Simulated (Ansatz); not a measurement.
`B[N]1[CH2][AlH]1` + `C#[C][SnH3]` → `[BH2][SnH2][C]#C` + `[CH2]1[NH][AlH]1`  (formal exchange of groups at a B–N bond)

Gas-phase electronic energies from Ansatz, PBE0-D4/def2-TZVP geometries. CBS: MP2 limit from def2 TZ/QZ plus the TZ coupled-cluster correction, frozen cores. Functionals use def2-TZVPP. Elements past krypton have def2 core potentials. For Sn outer-core shells are correlated without core-valence functions, which leaves a few kJ/mol of doubt a bond.

```
             level  ΔE (kJ/mol)
           PBE0-D4        153.0
RPA@PBE/def2-TZVPP        149.0
```

What does CCSD(T)/CBS give? (Estimate.)

Computed: +146.3 kJ/mol. The listed levels differ from it by 6.7, 2.7 kJ/mol.

Largest T1 diagnostic among the species: 0.015.

Leaving LDA and LC-ωPBE aside and taking each functional with its dispersion term where it has one, the values, not all of them listed here, spread over 12.7 kJ/mol, from PBE0-D4 to B97M-V. LDA lies +11.6 kJ/mol from PBE without D4. At CCSD(T), def2-SVP lies +20.9 kJ/mol from the extrapolated value and def2-TZVPP +5.6 kJ/mol.
